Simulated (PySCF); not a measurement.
Te⁺: ionisation energy

Te⁺ [Kr] 4d10 5s2 5p3 (4S) → Te²⁺ [Kr] 4d10 5s2 5p2 (3P), as a difference of total energies. Calculation: PySCF 2.14, in x2c-TZVPPall with one added diffuse shell each of s, p, d, f type (9s7p5d3f, 76 functions); the spin-free X2C one-electron Hamiltonian (Gaussian nucleus). Correlated levels: valence and next inner shell: [Ar] 3d10 frozen. The calculations carry no spin-orbit coupling.

```csv
method,ionisation energy (eV)
UHF,18.350
MP2 (valence and next inner shell),18.939
SCS-MP2 (valence and next inner shell),18.761
CCSD (valence and next inner shell),18.825
CCSD(T) (valence and next inner shell),18.852
```

Q: How much does correlation contribute at CCSD(T) (valence and next inner shell)?

A: 18.852 − (18.350) = 0.502 eV, measured against UHF.

The reference lies between the lowest fine-structure levels, while these numbers refer to the centres of the terms.

Errors of the correlated levels include the incompleteness of this basis and the frozen core.

For comparison: 18.6 ± 0.4 eV (measured; NIST Atomic Spectra Database, ionization energies).
